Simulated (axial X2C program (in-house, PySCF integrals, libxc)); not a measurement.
**What spin–orbit coupling does to FeN⁺**

Calculated with an in-house all-electron X2C program for linear molecules (integrals from PySCF). Spin-free means the one-electron spin-free X2C Hamiltonian; two-component (2c) means X2C with spin–orbit coupling and atomic mean-field two-electron Coulomb and Gaunt terms, so the difference of the two also holds small scalar two-electron terms. Basis: Fe dyall-cv3z [9s10p6d3f2g], N dyall-av3z [7s7p3d2f] (cores contracted in-house); Gaussian nuclei, density fitting, unrestricted open shells. Masses: Fe 55.935 u, N 14.003 u.

Spin-free state: M_S = 1, Λ = 2 (beyond evenly filled blocks: σα, δ+α, δ+β, δ-α); fragments Fe+ + N.

```json
{"level": "PBE0", "Re (Å)": "1.716", "ωe (cm⁻¹)": "577.6", "De (eV)": "1.798", "μ (D)": "-3.53"}
{"level": "TPSSh", "Re (Å)": "1.634", "ωe (cm⁻¹)": "562.0", "De (eV)": "2.177", "μ (D)": "-3.19"}
```

Dipoles are positive if N is the positive end and refer to the centre of mass.

Two-component determinant lowest at the distance of the search:

Ω = 3 (⟨Sz⟩ = 1.00, ⟨Lz⟩ = 2.00 at PBE0); fragments Fe+ + N.

| level | Re (Å) | ωe (cm⁻¹) | μ (D) |
| --- | --- | --- | --- |
| PBE0 | 1.716 | 577.2 | -3.53 |
| TPSSh | 1.633 | 561.1 | -3.19 |

Problem. From the two tables, how do the constants change at the PBE0 level (2c against spin-free)?

Solution. At the PBE0 level Re is unchanged within 0.001 Å and ωe falls by 0.4 cm⁻¹.

Occupations by symmetry block were frozen at the best pattern of an incomplete PBE0 search. De is counted from the lowest determinant-based energies of the atoms at the same level, without counterpoise correction. De is not given where an atomic determinant may have missed its ground term or J level, or where the truncated virtual space spoils (T). Density functionals use the spin component along the axis (collinear). Without a current term, density functionals place determinants with orbital angular momentum somewhat too high. With several unpaired electrons one determinant need not be a pure state. A state of lower Ω lies just above, and one determinant can place such states too high, so the state shown need not be the lowest. The search has Ω = 1 only 0.10 eV up. The determinant is spin-polarised beyond a pure state at some levels (its spin-free form has ⟨S²⟩ too high), which makes Re and μ there less reliable.
